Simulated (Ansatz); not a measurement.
`C[N]1[AlH][CH]1[SiH3]` and `[SiH3][CH]1[NH][AlH]1` differ in one atom or group.

Ansatz, PBE0-D4/def2-TZVP geometries, multiplicity 1. 

```json
{"property": "size of the dipole moment (PBE/def2-TZVPP) / D", "`C[N]1[AlH][CH]1[SiH3]`": "1.93"}
{"property": "size of the dipole moment (B3LYP/def2-TZVPP) / D", "`C[N]1[AlH][CH]1[SiH3]`": "2.03"}
{"property": "ideal-gas entropy at 298 K and 1 bar (rigid rotor, harmonic PBE0-D4/def2-TZVP) / J/(mol·K)", "`C[N]1[AlH][CH]1[SiH3]`": "359"}
{"property": "LUMO energy (PBE0/def2-TZVPP) / eV", "`C[N]1[AlH][CH]1[SiH3]`": "-0.98"}
{"property": "LUMO energy (PBE/def2-TZVPP) / eV", "`C[N]1[AlH][CH]1[SiH3]`": "-1.73"}
{"property": "HOMO energy (B3LYP/def2-TZVPP) / eV", "`C[N]1[AlH][CH]1[SiH3]`": "-5.83"}
```

Task: Give the same properties after the change, and the shifts. (Estimate.)

Result: The calculation gave: 
| property | `[SiH3][CH]1[NH][AlH]1` | shift |
| --- | --- | --- |
| size of the dipole moment (PBE/def2-TZVPP) / D | 1.79 | -0.14 |
| size of the dipole moment (B3LYP/def2-TZVPP) / D | 1.87 | -0.16 |
| ideal-gas entropy at 298 K and 1 bar (rigid rotor, harmonic PBE0-D4/def2-TZVP) / J/(mol·K) | 327 | -32 |
| LUMO energy (PBE0/def2-TZVPP) / eV | -0.99 | -0.01 |
| LUMO energy (PBE/def2-TZVPP) / eV | -1.75 | -0.02 |
| HOMO energy (B3LYP/def2-TZVPP) / eV | -6.21 | -0.38 |

The zero-point energy changes by -73.9 kJ/mol with -9 modes. Dipoles are sizes alone; their direction can turn.

B3LYP here is the variant with VWN-RPA as its local correlation; programs differ in this.
